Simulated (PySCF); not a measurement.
Energy of Cr⁺ (chromium, charge +1) between two integer charges

The 3d alpha orbital of [Ar] 3d5 is emptied in steps (occupation f), with all orbitals relaxed, ending at [Ar] 3d4. All numbers are calculated (PySCF 2.14, no relativity, point nucleus, in aug-cc-pVTZ). The exact energy is a straight line in f; departures are measured from the line between the end points of the same method.

Problem. Among BHandHLYP, wB97X, TPSS, which shows the largest delocalisation error (convex curve), and which is closest to linear?

Solution. Most convex: TPSS (-1.535 eV at f = 0.4); closest to linear: wB97X (-0.416 eV).

```json
{"f": "1", "BHandHLYP (eV)": "0.000", "wB97X (eV)": "0.000", "TPSS (eV)": "0.000"}
{"f": "0.8", "BHandHLYP (eV)": "-0.331", "wB97X (eV)": "-0.262", "TPSS (eV)": "-0.993"}
{"f": "0.6", "BHandHLYP (eV)": "-0.509", "wB97X (eV)": "-0.405", "TPSS (eV)": "-1.512"}
{"f": "0.4", "BHandHLYP (eV)": "-0.520", "wB97X (eV)": "-0.416", "TPSS (eV)": "-1.535"}
{"f": "0.2", "BHandHLYP (eV)": "-0.353", "wB97X (eV)": "-0.283", "TPSS (eV)": "-1.037"}
{"f": "0", "BHandHLYP (eV)": "0.000", "wB97X (eV)": "0.000", "TPSS (eV)": "0.000"}
```

```tsv
method	E(f=0) − E(f=1) (eV)	−ε at f=1 (eV)	−ε at f=0.4 (eV)
BHandHLYP	16.365	14.355	16.745
wB97X	16.489	14.909	16.785
TPSS	16.935	10.836	18.106
```

Reference removal energy between the ground levels: 16.486 eV (measured; NIST Atomic Spectra Database, ionization energies). The calculation has no spin-orbit coupling. The determinant left behind need not be the lowest term of the ion.
